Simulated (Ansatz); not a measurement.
Mo(OSiH3)4 (Si₄MoO₄H₁₂), 21 atoms. Hardware: 4 threads of Arm Neoverse V1 on a shared host.

In the def2 sets Mo takes a core potential; there is no spin–orbit coupling. Correlated methods freeze 24 core orbitals; core or outer-core shells of Mo are correlated, in sets that lack core-valence functions.

Problem. How many basis functions does each of these Ansatz runs have, and roughly what does it cost? PBE-D4/def2-TZVP, charge -1 quartet at the geometry of the charge 0 triplet, energy, from earlier orbitals; r2SCAN-D4/def2-TZVP, charge 1 quartet at the geometry of the charge 0 triplet, energy, from earlier orbitals; PBE0-D4/def2-TZVP, charge 1 quartet at the geometry of the charge 0 triplet, energy; PBE0-D4/def2-TZVP, charge 1 doublet at the geometry of the charge 0 triplet, energy; MP2/def2-SVP, charge 0 triplet, energy, from earlier orbitals; PBE-QIDH/def2-TZVP, charge 0 triplet, energy, from earlier orbitals; PBE-D4/def2-TZVP, charge 0 singlet, energy, from earlier orbitals; HF/STO-3G, charge 0 triplet, energy; PBE-D4/def2-TZVP, charge 1 quartet at the geometry of the charge 0 triplet, energy, from earlier orbitals; PBE-D4/def2-TZVP, charge -1 doublet at the geometry of the charge 0 triplet, energy, from earlier orbitals; r2SCAN-D4/def2-TZVP, charge -1 quartet at the geometry of the charge 0 triplet, energy, from earlier orbitals; RPA@PBE/def2-SVP, charge 0 triplet, energy, from earlier orbitals.

Solution. Other jobs shared the machine, so times can vary by a factor of up to 3. A dash marks memory too small to be measured apart from the calling script's.

| run | functions | fitting or Cholesky vectors | wall time | peak host memory (GiB) |
| --- | --- | --- | --- | --- |
| HF/STO-3G, charge 0 triplet, energy | 95 | 1189 | 3 s | – |
| PBE-D4/def2-TZVP, charge 0 singlet, energy, from earlier orbitals | 384 | 2448 | 9 s | 0.89 |
| MP2/def2-SVP, charge 0 triplet, energy, from earlier orbitals | 219 | 2111 | 16 s | 0.96 |
| RPA@PBE/def2-SVP, charge 0 triplet, energy, from earlier orbitals | 219 | 2111 | 19 s | 0.85 |
| PBE-D4/def2-TZVP, charge -1 quartet at the geometry of the charge 0 triplet, energy, from earlier orbitals | 384 | 2448 | 20 s | 1.1 |
| PBE-D4/def2-TZVP, charge -1 doublet at the geometry of the charge 0 triplet, energy, from earlier orbitals | 384 | 2448 | 24 s | 1.1 |
| PBE-D4/def2-TZVP, charge 1 quartet at the geometry of the charge 0 triplet, energy, from earlier orbitals | 384 | 2448 | 32 s | 1.1 |
| r2SCAN-D4/def2-TZVP, charge -1 quartet at the geometry of the charge 0 triplet, energy, from earlier orbitals | 384 | 2448 | 41 s | 1.2 |
| PBE0-D4/def2-TZVP, charge 1 doublet at the geometry of the charge 0 triplet, energy | 384 | 2627 | 57 s | 2.4 |
| PBE-QIDH/def2-TZVP, charge 0 triplet, energy, from earlier orbitals | 384 | 2627 | 58 s | 2.3 |
| r2SCAN-D4/def2-TZVP, charge 1 quartet at the geometry of the charge 0 triplet, energy, from earlier orbitals | 384 | 2448 | 59 s | 1.2 |
| PBE0-D4/def2-TZVP, charge 1 quartet at the geometry of the charge 0 triplet, energy | 384 | 2627 | 62 s | 2.4 |
